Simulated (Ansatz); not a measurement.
A run of Ansatz (development build ahead of 0.2.0) on singlet CH3I at this shape:

| atom | x (Å) | y (Å) | z (Å) |
| --- | --- | --- | --- |
| C | -0.0007 | 0.0011 | -1.8143 |
| I | 0.0015 | -0.0024 | 0.3272 |
| H | -0.0004 | -1.0418 | -2.1482 |
| H | -0.9024 | 0.5214 | -2.1554 |
| H | 0.9020 | 0.5216 | -2.1516 |

Its results:

```json
{"Converged": "yes", "Reference energy": "-336.28812 hartree", "Correlation energy": "-0.67306 hartree", "Total energy": "-336.96118 hartree", "Spin squared of the determinant": "0.000"}
```

(1) Which input gives this output? Name the method, the orbitals and the basis set, and write the input.

Results:

(1) RHF-MP2 in def2-TZVP. The basis set brings a core potential for I, so the total leaves out those core electrons. An unrestricted run that stays on the closed shell gives the same numbers.

```yaml
crystal:
  periodic: [false, false, false]
  atoms:
    - { symbol: C, position_ang: [-0.00071, 0.00114, -1.81427] }
    - { symbol: I, position_ang: [0.00148, -0.00236, 0.32719] }
    - { symbol: H, position_ang: [-0.00037, -1.04176, -2.14823] }
    - { symbol: H, position_ang: [-0.90243, 0.52139, -2.15538] }
    - { symbol: H, position_ang: [0.90203, 0.52159, -2.15158] }
basis:
  gaussian: { orbitals: def2-TZVP }
hamiltonian:
  xc: hf
correlation:
  method: mp2
  frozen_orbitals: { C: 1, H: 0, I: 4 }
```
